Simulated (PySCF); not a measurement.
H₄Si₂, charge -1, doublet, geometry from GFN2-xTB (a state made from the parent by changing its charge; the spin is typed, not shown lowest) (in this run its highest filled SCF level lies above zero, so its values depend strongly on the basis, on diffuse functions most of all); PySCF with CAMB3LYP/STO-3G.

Here is a job for PySCF.
```python
from pyscf import gto, scf, dft

mol = gto.M(
    atom='''
Si    0.026966    0.959268    0.752761
H    -0.501920    2.081281   -0.050370
Si    0.001772   -0.804460   -0.558020
H     0.839805   -0.898939   -1.808743
H    -1.275548   -1.392035   -1.104597
H     0.535330   -1.957621    0.237334
''',
    basis='sto-3g',
    charge=-1,
    spin=1,
    verbose=5,
)

mf = dft.UKS(mol)
mf.xc = 'camb3lyp'
mf.grids.level = 1
mf.kernel()
```

Predict the main parts of the log of this PySCF run.


```
PySCF version 2.14.0

[INPUT] verbose = 5
[INPUT] max_memory = 4000
[INPUT] num. atoms = 6
[INPUT] num. electrons = 33
[INPUT] charge = -1
[INPUT] spin (= nelec alpha-beta = 2S) = 1
[INPUT] symmetry False subgroup None
[INPUT] Mole.unit = angstrom
[INPUT] Symbol           X                Y                Z      unit          X                Y                Z       unit  Magmom
[...]
[INPUT] ---------------- BASIS SET ----------------
[INPUT] l, kappa, [nprim/nctr], expnt,             c_1 c_2 ...
[INPUT] H
[...]
                                0.62391373        0.53532814
                                0.1688554         0.44463454
[INPUT] Si
[...]
                                74.28083305       0.5353281423
                                20.10329229       0.4446345422
[...]
                                5.389706871       0.3995128261
                                1.752899952       0.7001154689
[...]
                                0.4125648801      0.2255954336
                                0.1614750979      0.900398426
[...]
                                5.389706871       0.6076837186
                                1.752899952       0.3919573931
[...]
                                0.4125648801      0.5951670053
                                0.1614750979      0.462001012

nuclear repulsion = 77.5650152751871
number of shells = 14
number of NR pGTOs = 66
number of NR cGTOs = 22
basis = sto-3g
ecp = {}

******** <class 'pyscf.dft.uks.UKS'> ********
method = UKS
initial guess = minao
damping factor = 0
level_shift factor = 0
DIIS = <class 'pyscf.scf.diis.CDIIS'>
diis_start_cycle = 1
diis_space = 8
diis_damp = 0
SCF conv_tol = 1e-09
SCF conv_tol_grad = None
SCF max_cycles = 50
direct_scf = True
direct_scf_tol = 1e-13
number electrons alpha = 17  beta = 16
XC library pyscf.dft.libxc version 7.1.2
    S. Lehtola, C. Steigemann, M. J. T. Oliveira, and M. A. L. Marques,  SoftwareX 7, 1–5 (2018)
XC functionals = camb3lyp
    T. Yanai, D. P. Tew, and N. C. Handy,  Chem. Phys. Lett. 393, 51 (2004)
radial grids:
    Treutler-Ahlrichs [JCP 102, 346 (1995); DOI:10.1063/1.469408] (M4) radial grids

becke partition: Becke, JCP 88, 2547 (1988); DOI:10.1063/1.454033
pruning grids: <function nwchem_prune>
grids dens level: 1
symmetrized grids: False
atomic radii adjust function: <function treutler_atomic_radii_adjust>
small_rho_cutoff = 0
Set gradient conv threshold to 3.16228e-05
atom Si rad-grids = 50, ang-grids = [ 50  50  50  50  50  50  50  50  50  50  50  50  50  50  86  86  86  86
  86  86  86  86 170 170 170 170 170 170 194 194 194 194 194 194 194 194
 194 194 194 170 170 170 170 170 170 170 170 170 170 170]
atom H rad-grids = 30, ang-grids = [ 50  50  50  50  50  50  50  50  50  86  86  86  86  86 110 110 110 110
 110 110 110 110 110  86  86  86  86  86  86  86]
tot_boxes 2340, boxes in each direction [10 13 11]
Padding 0 grids
tot grids = 22712
nelec by numeric integration = [15.78896048 15.78896048]
E1 = -951.8379361892407  E2 = 300.28286807783473  Ecoul = 343.4096919614211  Exc = -43.126823883586376
init E= -573.990052836219
cond(S) = 6.668900255200209

  alpha mo_energy =
[-6.54228449e+01 -6.53853115e+01 -5.18411712e+00 -5.15698539e+00
 -3.47928648e+00 -3.47692172e+00 -3.47681653e+00 -3.45397262e+00
 -3.45211272e+00 -3.44943741e+00 -7.57099475e-01 -5.82445974e-01
 -3.86001408e-01 -3.66883197e-01 -3.12793595e-01 -1.76507797e-01
 -5.51266955e-02  1.99642712e-01  2.43672770e-01  2.69889443e-01
  3.45840439e-01  3.76211592e-01]
  beta  mo_energy =
[-6.54228449e+01 -6.53853115e+01 -5.18411712e+00 -5.15698539e+00
 -3.47928648e+00 -3.47692172e+00 -3.47681653e+00 -3.45397262e+00
 -3.45211272e+00 -3.44943741e+00 -7.57099475e-01 -5.82445974e-01
 -3.86001408e-01 -3.66883197e-01 -3.12793595e-01 -1.76507797e-01
 -5.51266955e-02  1.99642712e-01  2.43672770e-01  2.69889443e-01
  3.45840439e-01  3.76211592e-01]
multiplicity <S^2> = 0.75  2S+1 = 2
nelec by numeric integration = [16.99999288 15.99999396]
[...]
  1.96826982e-01  5.86167873e-01  6.22400452e-01  6.27434186e-01
  7.29586470e-01  7.65768970e-01]
  beta  mo_energy =
[-6.51210502e+01 -6.48818736e+01 -4.86037469e+00 -4.66052866e+00
 -3.16116288e+00 -3.16054463e+00 -3.15836408e+00 -2.96422807e+00
 -2.95594790e+00 -2.94685491e+00 -3.26133757e-01 -1.71514228e-01
 -1.05773860e-01 -9.60929605e-02 -2.88233360e-03  1.62553324e-01
  4.43609338e-01  5.92267835e-01  6.35957074e-01  6.42871662e-01
  7.39923772e-01  7.77775278e-01]
multiplicity <S^2> = 0.75156422  2S+1 = 2.0015636
nelec by numeric integration = [16.99999291 15.99999379]
E1 = -964.3303053436217  E2 = 312.38377748389206  Ecoul = 356.24834076767  Exc = -43.864563283777976
cycle= 7 E= -574.381512584543  delta_E= -4.87e-08  |g|= 4.02e-05  |ddm|= 0.000711
  alpha mo_energy =
[-6.51209302e+01 -6.48872503e+01 -4.86019335e+00 -4.66888116e+00
 -3.16094185e+00 -3.16063198e+00 -3.15797692e+00 -2.97071362e+00
 -2.96872379e+00 -2.96009264e+00 -3.30761540e-01 -1.98995598e-01
 -1.07774731e-01 -1.02744588e-01 -7.80124715e-03  1.41741306e-01
  1.96823676e-01  5.86171453e-01  6.22402264e-01  6.27427818e-01
  7.29587628e-01  7.65772899e-01]
  beta  mo_energy =
[-6.51210532e+01 -6.48818734e+01 -4.86037653e+00 -4.66053227e+00
 -3.16116480e+00 -3.16054557e+00 -3.15836721e+00 -2.96423004e+00
 -2.95594939e+00 -2.94685988e+00 -3.26136309e-01 -1.71516432e-01
 -1.05777196e-01 -9.60962923e-02 -2.89280060e-03  1.62554109e-01
  4.43605413e-01  5.92264640e-01  6.35955034e-01  6.42867725e-01
  7.39924371e-01  7.77772399e-01]
multiplicity <S^2> = 0.75156555  2S+1 = 2.0015649
nelec by numeric integration = [16.99999291 15.99999378]
E1 = -964.3303561782536  E2 = 312.38382831379477  Ecoul = 356.2483909517565  Exc = -43.86456263796174
cycle= 8 E= -574.381512589272  delta_E= -4.73e-09  |g|= 6.38e-06  |ddm|= 0.00027
  alpha mo_energy =
[-6.51209317e+01 -6.48872492e+01 -4.86019507e+00 -4.66887884e+00
 -3.16094361e+00 -3.16063382e+00 -3.15797860e+00 -2.97071144e+00
 -2.96872151e+00 -2.96009046e+00 -3.30762081e-01 -1.98994468e-01
 -1.07775890e-01 -1.02746022e-01 -7.79921379e-03  1.41742728e-01
  1.96826534e-01  5.86171464e-01  6.22400796e-01  6.27427545e-01
  7.29586887e-01  7.65774350e-01]
  beta  mo_energy =
[-6.51210547e+01 -6.48818722e+01 -4.86037826e+00 -4.66052977e+00
 -3.16116658e+00 -3.16054710e+00 -3.15836912e+00 -2.96422755e+00
 -2.95594632e+00 -2.94685771e+00 -3.26136795e-01 -1.71515905e-01
 -1.05777598e-01 -9.60981982e-02 -2.89247771e-03  1.62556924e-01
  4.43606467e-01  5.92263526e-01  6.35955694e-01  6.42866832e-01
  7.39923368e-01  7.77772576e-01]
multiplicity <S^2> = 0.75156559  2S+1 = 2.001565
nelec by numeric integration = [16.99999291 15.99999378]
E1 = -964.3303469490268  E2 = 312.38381908445865  Ecoul = 356.24838159704336  Exc = -43.86456251258474
cycle= 9 E= -574.381512589381  delta_E= -1.09e-10  |g|= 7.66e-07  |ddm|= 4.23e-05
  alpha mo_energy =
[-6.51209316e+01 -6.48872494e+01 -4.86019495e+00 -4.66887910e+00
 -3.16094348e+00 -3.16063374e+00 -3.15797846e+00 -2.97071170e+00
 -2.96872178e+00 -2.96009071e+00 -3.30761991e-01 -1.98994583e-01
 -1.07775888e-01 -1.02745753e-01 -7.79928707e-03  1.41742476e-01
  1.96826343e-01  5.86171608e-01  6.22400922e-01  6.27427408e-01
  7.29586957e-01  7.65774275e-01]
  beta  mo_energy =
[-6.51210546e+01 -6.48818723e+01 -4.86037814e+00 -4.66053005e+00
 -3.16116646e+00 -3.16054698e+00 -3.15836898e+00 -2.96422786e+00
 -2.95594656e+00 -2.94685799e+00 -3.26136684e-01 -1.71516070e-01
 -1.05777469e-01 -9.60979380e-02 -2.89258475e-03  1.62556694e-01
  4.43606300e-01  5.92263595e-01  6.35955737e-01  6.42866995e-01
  7.39923388e-01  7.77772414e-01]
multiplicity <S^2> = 0.75156557  2S+1 = 2.001565
nelec by numeric integration = [16.99999291 15.99999378]
E1 = -964.330347676301  E2 = 312.3838198117327  Ecoul = 356.2483823333438  Exc = -43.864562521611084
Extra cycle  E= -574.381512589381  delta_E= -2.27e-13  |g|= 3.04e-07  |ddm|= 2.74e-06
converged SCF energy = -574.381512589381  <S^2> = 0.75156557  2S+1 = 2.001565
```
